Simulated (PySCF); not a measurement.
Sn⁺: excitation energy

Sn⁺ [Kr] 4d10 5s2 5p1 (2P) → Sn⁺ [Kr] 4d10 5s2 5d1 (2D), as a difference of total energies. Computed with PySCF 2.14 in dyall-av2z (22s16p12d, 130 functions), with no relativity, point nucleus. Correlated levels: valence: [Kr] 4d10 frozen; virtual orbitals above 40 to 60 times the deepest correlated orbital energy dropped. The calculations carry no spin-orbit coupling.

| method | excitation energy (cm⁻¹) |
| --- | --- |
| UHF | 62289 |
| LDA | 59143 |
| PBE | 57364 |
| PBE0 | 59212 |
| r2SCAN | 59999 |
| TPSS | 58131 |
| M06-2X | 59626 |
| B97-3 | 58564 |

Problem. Estimate what MP2 (valence) gives.

Solution. 61721 cm⁻¹, closest to UHF among the rows shown.

Problem. Estimate what SCS-MP2 (valence) gives.

Solution. 61514 cm⁻¹, closest to UHF among the rows shown.

These non-relativistic numbers lack the scalar-relativistic shift.

For comparison: 68957 cm⁻¹ (measured; NIST levels, between the centres of gravity of the two terms).
